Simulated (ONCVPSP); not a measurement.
# Cutoff test, Pr, ONCV

ONCVPSP 4.0.1 input, shortened (lines: element, Z, core and valence counts, functional; n l f; lmax; l rc ep ncon nbas qcut; lloc lpopt rc5 dvloc0; l nproj debl; icmod fcfact rcfact), PW91, fully relativistic:

```
  Pr 59.00   10    3  -109134      upf
    1    0    2.00
    2    0    2.00
    2    1    6.00
    3    0    2.00
    3    1    6.00
    3    2   10.00
    4    0    2.00
    4    1    6.00
    4    2   10.00
    4    3    2.00
    5    0    2.00
    5    1    6.00
    5    2    1.00
    2
    0    1.75    0.00    4    9    3.30
    1    2.75    0.00    5   10    4.70
    2    2.85    0.00    3    8    4.30
    4    2    1.45    4.00
    0    1    2.00
    1    3    3.50
    2    1    4.00
    3    1.50    1.50
```

Open shells are filled in proportion to 2j + 1.

In the p channel the program set the typed energies aside and used -1.323, 0.050, 3.550 Ha (j = l + 1/2; the other j can differ).

Task: For each optimised wave give the share of its norm inside rc, the residual kinetic energy above qcut (Ha) and the cutoffs (Ha) for errors of 10, 1, 0.1 and 0.01 mHa per electron.

Result:

```tsv
wave	norm inside rc	residual KE	10 mHa	1 mHa	0.1 mHa	0.01 mHa
5s	0.739	3.4e-02	16.9	72.4	83.6	124.8
5p j=3/2	0.942	4.2e-06	4.0	5.2	6.5	9.9
p projector 2 j=3/2	0.110	1.1e-05	3.6	5.0	8.2	11.8
p projector 3 j=3/2	0.110	7.8e-04	8.0	11.1	37.2	66.0
5p j=1/2	0.958	1.8e-06	4.6	6.0	7.1	8.3
p projector 2 j=1/2	0.121	8.5e-06	4.0	5.3	6.9	11.2
p projector 3 j=1/2	0.117	6.0e-04	7.5	10.7	31.5	65.4
5d j=5/2	0.687	3.4e-06	4.7	6.3	7.6	9.1
5d j=3/2	0.702	4.4e-06	4.8	6.4	7.7	9.2
```

The occupied waves need 72 Ha and 84 Ha for 1 and 0.1 mHa. Its largest configuration-test error is +433 meV.
